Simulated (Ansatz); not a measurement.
Geometry optimisation, Ansatz 0.2.0, RHF/def2-SVP.

Input:

```yaml
crystal:
  periodic: [false, false, false]
  atoms:
    - { symbol: Al, position_ang: [-0.062074, 0.525598, -0.524346] }
    - { symbol: "N", position_ang: [-0.018797, 0.124617, 2.540332] }
    - { symbol: H, position_ang: [-0.784457, -0.320796, 3.014298] }
    - { symbol: H, position_ang: [0.821012, -0.028166, 3.069927] }
    - { symbol: F, position_ang: [1.407635, -0.026568, -0.982425] }
    - { symbol: F, position_ang: [-1.418689, -0.283897, -0.944779] }
    - { symbol: Cl, position_ang: [-0.234745, 2.531996, 0.319024] }
    - { symbol: H, position_ang: [-0.196385, 1.136717, 2.491968] }
basis:
  gaussian: { orbitals: def2-SVP }
hamiltonian:
  xc: hf
relax:
  f_tol: 0.03
  max_steps: 50
```

Run as:

```bash
$ ansatz run input.yaml --threads 1 --pin off --max-ram 2048MiB --backend cpu --events-out ev --progress --plain --runs-dir out
```

Q: Where does it end, and by what steps?

A: The run converged. After 8 steps the energy has fallen by 1.464 eV; H4 moved furthest, 0.72 Å. Joined: Al1–N2 (3.09 → 2.01 Å).

| step | energy less start (eV) | largest force component (eV/Å) | accepted |
| --- | --- | --- | --- |
| 0 | 0.0000 | 1.409 | yes |
| 1 | -0.2847 | 0.813 | yes |
| 2 | -0.7206 | 0.571 | yes |
| 3 | -1.1756 | 0.838 | yes |
| 4 | -1.3725 | 1.583 | yes |
| 5 | -1.4384 | 0.750 | yes |
| 6 | -1.4606 | 0.161 | yes |
| 7 | -1.4642 | 0.051 | yes |
| 8 | -1.4644 | 0.026 | yes |

```xyz
8
Properties=species:S:1:pos:R:3
Al -0.069 0.592 0.120
N -0.045 0.239 2.103
H -0.784 -0.406 2.345
H 0.835 -0.179 2.368
F 1.408 -0.045 -0.285
F -1.393 -0.314 -0.299
Cl -0.270 2.694 -0.016
H -0.170 1.080 2.647
```

Whether the end is a true minimum wasn't checked by a vibrational analysis.

Time of the run: 17 s on 1 thread of Arm Neoverse V2, on a shared host, peak memory 0.17 GiB.
